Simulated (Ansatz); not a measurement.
Geometry optimisation, RKS PBE0-D4/def2-mTZVP (Ansatz).

Input file:

```yaml
crystal:
  periodic: [false, false, false]
  atoms:
    - { symbol: Ge, position_ang: [0.0, 0.0, 0.0] }
    - { symbol: F, position_ang: [0.0, 0.0, 2.03] }
    - { symbol: H, position_ang: [1.4616, 0.0, -0.5162] }
    - { symbol: H, position_ang: [-0.73, 1.2648, -0.5162] }
    - { symbol: H, position_ang: [-0.73, -1.2648, -0.5162] }
    - { symbol: Br, position_ang: [-2.5623, 0.0, 0.8514] }
    - { symbol: H, position_ang: [-1.1858, 0.0, 1.9769] }
basis:
  gaussian: { orbitals: def2-mTZVP }
hamiltonian:
  xc: pbe0
  dispersion: d4
relax:
  f_tol: 0.15
  max_steps: 25
  restrain:
    - { distance: [0, 5], at: 3.6, k: 30.0 }
    - { distance: [6, 1], at: 2.12, k: 30.0 }
    - { distance: [0, 1], at: 1.68, k: 30.0 }
    - { distance: [6, 5], at: 1.55, k: 30.0 }
```

Launched with:

```bash
$ ansatz run input.yaml --threads 2 --pin off --max-ram 3072MiB --backend cpu --events-out ev --progress --plain --runs-dir out
```

Problem. Where does it end, and by what steps?

Solution. The run converged. The restraints hold the end off the free minimum. After 5 steps the energy has fallen by 1.547 eV (the restraints' own energy left out); Br6 moved furthest, 0.71 Å. Parted: Ge1–Br6 (2.70 → 3.61 Å).

| step | energy less start (eV) | largest force component (eV/Å) | accepted |
| --- | --- | --- | --- |
| 0 | 0.0000 | 1.750 | yes |
| 1 | -0.3320 | 3.384 | yes |
| 2 | -0.7140 | 4.864 | yes |
| 3 | -1.2460 | 3.200 | yes |
| 4 | -1.5316 | 1.447 | yes |
| 5 | -1.5470 | 1.285 | yes |

```xyz
7
Properties=species:S:1:pos:R:3
Ge 0.215 0.000 -0.114
F 0.230 0.000 1.606
H 1.704 0.000 -0.500
H -0.490 1.283 -0.565
H -0.490 -1.283 -0.565
Br -3.093 0.000 1.321
H -1.822 0.000 2.127
```

The run took 19 s on 2 threads of Arm Neoverse V1, with other jobs on the host, peak memory 0.22 GiB.
